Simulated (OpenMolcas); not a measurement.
**Lines of As⁺: computed and rescaled rates**

```yaml
Program: OpenMolcas 26.06
Method: "SS-CASPT2, IPEA 0.25 Eh, imaginary shift 0.1 Eh (closed shells correlated: 3d)"
Basis: ANO-RCC-VTZP [6s5p3d1f]
Scalar_Hamiltonian: DKH2, point nucleus
Active_space: 4 electrons in 4 orbitals (4s 4p)
State_averaging: 2S+1 = 3 even, 6 roots (3 in the spin-orbit step); 2S+1 = 1 even, 6 roots kept (CI in the orbitals of an earlier block); 2S+1 = 5 odd, 1 root; 2S+1 = 3 odd, 9 roots kept (CI in the orbitals of an earlier block); 2S+1 = 1 odd, 8 roots kept (CI in the orbitals of an earlier block)
Spin-orbit_coupling: RASSI with atomic mean-field integrals over the reference wave functions, term energies averaged over their components
```

Rates come from the transition moments of the reference wave functions (E1 and E2 in the length form). At fixed line strength A goes as λ^-3 for E1 and M1 and as λ^-5 for E2, so a rate at the computed wavelength can be rescaled to the measured one. Measured vacuum wavelengths follow from level energies in NIST Handbook of Basic Atomic Spectroscopic Data. Branching counts decays inside the model space alone, at computed energies, and the table is only a selection of the E2 and M1 lines, drawn from those between levels with measured partners whose computed energy lies within a factor of 1.5 of the measured one.

| Upper | Lower | Type | λ computed (nm) | λ measured (nm) | A computed (s-1) | A rescaled (s-1) | Branching % |
| --- | --- | --- | --- | --- | --- | --- | --- |
| 4s² 4p² ³P₁ | 4s² 4p² ³P₀ | M1 | 10490 | 9403 | 1.55e-02 | 2.15e-02 | 100.0 |
| 4s² 4p² ³P₂ | 4s² 4p² ³P₁ | M1 | 7511 | 6767 | 3.13e-02 | 4.28e-02 | 99.9 |
| 4s² 4p² ¹D₂ | 4s² 4p² ³P₂ | M1 | 1325 | 1324 | 3.36e-01 |  | 64.0 |
| 4s² 4p² ¹D₂ | 4s² 4p² ³P₁ | M1 | 1126 | 1107 | 1.86e-01 |  | 35.4 |
| 4s² 4p² ¹S₀ | 4s² 4p² ¹D₂ | E2 | 853 | 799.8 | 1.46e+00 | 2.01e+00 | 23.1 |
| 4s² 4p² ¹S₀ | 4s² 4p² ³P₂ | E2 | 518.9 | 498.6 | 1.47e-01 |  | 2.3 |
| 4s² 4p² ¹S₀ | 4s² 4p² ³P₁ | M1 | 485.4 | 464.4 | 4.69e+00 |  | 74.5 |

Spin-changing lines and M1 lines between different terms are not rescaled, since their strength hangs on the term gaps too.

The largest correction is for 4s² 4p² ³P₁ → 4s² 4p² ³P₀ (M1): 1.55e-02 × (10490 / 9403)^3 = 2.15e-02 s-1, a factor of 1.39.

No measured rate stands beside these. Rescaling mends the energy factor alone: line strengths can still be far off where a level mixes with configurations outside the active space, and weak or spin-changing lines hang on small mixing coefficients that depend on the term gaps too, so rescaling need not improve them.

Term energies are means over components that CASPT2 splits; among the terms shown or strongly mixed into the levels shown the widest spread is 12 cm-1 (4s² 4p² ¹D). Over all roots computed the reference weight is 0.86 to 0.98; the roots of lowest weight are the least certain, and an intruder state may touch them. Some high roots are left out of the spin-orbit mixing, which shifts the levels that they would mix with. Terms from blocks run as CI alone lack orbitals of their own. Measured partners are found by configuration, term and J. A level has none where our copy of the source lacks it or the pairing is in doubt (some pairs that miss far off the trend of their configuration count as doubtful). Levels of configurations outside the active space are missing.
